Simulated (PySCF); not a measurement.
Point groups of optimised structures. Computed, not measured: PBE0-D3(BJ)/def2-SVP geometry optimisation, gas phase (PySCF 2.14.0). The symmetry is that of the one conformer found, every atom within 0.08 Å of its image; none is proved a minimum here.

(1) `[O-:1][n+:2]1[cH:3][cH:4][cH:5][n:6][cH:7]1`: symmetry, top, dipole?

(2) `[CH2:1]1[CH2:2][CH2:3][GeH2:4][CH2:5]1` with C5–C1–C2–C3 53°, C1–C2–C3–Ge4 -38°, C2–C3–Ge4–C5 13°, C3–Ge4–C5–C1 13°: symmetry, top, dipole?

(3) Point group, rotor type and polarity of `[CH:1]#[C:2][CH2:3][C:4]1=[CH:5][C:6]2([CH:7]=[CH:8]1)[CH2:9][CH2:10]2` with C2–C3–C4–C5 126°?

(4) `[Cl:1]/[CH:2]=[CH:3]/[CH:4]=[CH:5]/[Br:6]` with C2–C3–C4–C5 180°: symmetry, top, dipole?

(5) Point group, rotor type and polarity of `[CH:1]1=[CH:2][O:3][CH:4]=[CH:5][O:6]1`?

Results:

(1) Cs; asymmetric top; symmetry number 1; 2 operations, which sort the 11 atoms into 11 sets; dipole 3.30 D, in the ab plane, which is the mirror; heavy atoms equivalent by symmetry: none.

(2) C2; asymmetric top; symmetry number 2; 2 operations, which sort the 15 atoms into 8 sets; this conformer is chiral (no improper operation); dipole 0.65 D, along a, the twofold axis; A, B, C = 5331, 2828, 2035 MHz.

(3) C1; near-prolate asymmetric top; symmetry number 1; this conformer is chiral (no improper operation); dipole 1.52 D.

(4) Cs; near-prolate asymmetric top; symmetry number 1; 2 operations, which sort the 10 atoms into 10 sets; dipole 0.12 D, in the ab plane, which is the mirror; A, B, C = 27654, 386.8, 381.4 MHz.

(5) D2h; asymmetric top; symmetry number 4; 8 operations, which sort the 10 atoms into 3 sets; dipole forbidden by symmetry (computed 0.01 D); A, B, C = 6354, 5430, 2928 MHz; heavy atoms equivalent by symmetry: C1/C2/C4/C5, O3/O6.
